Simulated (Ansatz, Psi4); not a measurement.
**Exact exchange and the HOMO–LUMO gap of MoCl2O2**

MoCl2O2 has 5 atoms, charge 0, and is taken as a singlet. SMILES: `O=[Mo](=O)(Cl)Cl`. Geometry: relaxed at PBE0-D4/def2-TZVP.

The HOMO–LUMO gap y, in eV, basis def2-SVP with a core potential; a is the functional's share of exact exchange. Programs: Ansatz 0.2.0, Psi4 1.11.

| functional | program | a | y (eV) |
| --- | --- | --- | --- |
| r2SCAN | Ansatz | 0 | 4.32 |
| revPBE | Ansatz | 0 | 3.96 |
| TPSSh | Psi4 | 0.1 | 4.97 |
| B3LYP | Psi4 | 0.2 | ? |
| PBE0 | Psi4 | 0.25 | 6.20 |
| BHLYP | Psi4 | 0.5 | 8.24 |

Fit y = c + s·a to the known rows and predict B3LYP.


1. Means of the 5 rows: a = 0.1700, y = 5.538.
2. Σ(Δa)² = 0.178, Σ(Δa·Δy) = 1.4597, so the slope is 1.4597/0.178 = 8.2006.
3. Intercept: 5.538 − (8.2006) × 0.1700 = 4.144. The largest residual of the fit is 0.18.
4. B3LYP: 4.144 + (8.2006) × 0.2 = 5.78 eV.

The run gave 5.71 eV, so the prediction is off by +0.07 eV, within the largest residual. Exact exchange lowers occupied levels and raises empty ones. The rows mix families of semi-local functionals, which the line can't see.
